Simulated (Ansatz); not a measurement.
`[CH3][GeH]([Cl])[C]#N` + CH₃SH → `C[S][GeH]([CH3])[Cl]` + `C#N` at 400 K and 1 bar (ligand exchange at a Ge–C bond).

Calculated with Ansatz (gas phase, PBE0-D4/def2-TZVP geometries, no zero-point term in ΔE). CCSD(T)/CBS is the MP2 limit (def2-TZVPP, def2-QZVPP) plus CCSD(T) − MP2 in def2-TZVPP, frozen cores. This one scheme is used for every species. For Ge outer-core shells are correlated without core-valence functions, which leaves a few kJ/mol of doubt a bond. Scalar relativity is left out up to krypton. Each species was taken in one conformer, which may not be the lowest.

| species | CCSD(T)/CBS energy (Eh) | H − E (kJ/mol) | S (J/(mol·K)) |
| --- | --- | --- | --- |
| `[CH3][GeH]([Cl])[C]#N` | -2669.14278 | 176.6 | 394.3 |
| CH₃SH | -438.22835 | 138.7 | 269.4 |
| `C[S][GeH]([CH3])[Cl]` | -3014.06069 | 263.6 | 442.9 |
| `C#N` | -93.32098 | 56.1 | 211.9 |

H − E and S are ideal-gas, rigid-rotor, harmonic terms from PBE0-D4/def2-TZVP, for one conformer and one mirror image of each species. 1 Eh = 2625.50 kJ/mol, R = 8.31446 J/(mol·K).

By hand: ΔE, ΔH, ΔS and ΔG.

ΔE = (-3014.06069) + (-93.32098) − (-2669.14278) − (-438.22835) = -0.01054 Eh = -27.7 kJ/mol. Δ(H − E) = 263.6 + 56.1 − 176.6 − 138.7 = 4.4, so ΔH = -23.3 kJ/mol. ΔS = 442.9 + 211.9 − 394.3 − 269.4 = -8.9 J/(mol·K). ΔG = -23.3 − 400 × (-8.9)/1000 = -19.7 kJ/mol.

By hand: the equilibrium constant, and the temperature at which ΔG would vanish if ΔH and ΔS stayed fixed.

log₁₀ K = −ΔG/(RT ln 10) = 2.6. ΔG = 0 at ΔH/ΔS = 2618 K, far beyond where these terms or the molecules hold.

The number of gas molecules stays the same, so ΔS is small and ΔH decides. A doubt of 5 kJ/mol in ΔE shifts log₁₀ K by 0.7 here. Other conformers and mirror images would add mixing entropy, several J/(mol·K) or more a flexible species. Modes under 60 cm⁻¹, often nearly free rotors, make the harmonic entropy too high. These are equilibria of isolated gas molecules and say nothing of rates. Largest T1 diagnostic: 0.014 (customary marks: 0.02 for closed shells, 0.045 for open ones).
